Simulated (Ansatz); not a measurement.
Cartesian coordinates (Å):
```xyz
4

In     0.0000     0.0000     0.0000
H     -1.3878    -1.0327    -0.0481
H     -0.2010     1.7185     0.0323
H      1.5887    -0.6858     0.0157
```
Charge 0, multiplicity 1.

All values below come from frozen-core CCSD(T)/def2-TZVPP // B3LYP-D3(BJ)/def2-TZVP (Ansatz, a program for electronic structure).

```
Item                           Result
----------------------  -------------
HF energy               -190.91399 Ha
MP2 correlation energy    -0.30404 Ha
```

Question: Estimate the CCSD correlation energy, the (T) correction, the total energy and the T1 diagnostic.

Answer: 
| Quantity | Value |
|---|---|
| CCSD correlation energy | -0.31741 Ha |
| (T) correction | -0.00737 Ha |
| CCSD(T) total energy | -191.23877 Ha |
| T1 diagnostic | 0.014 |
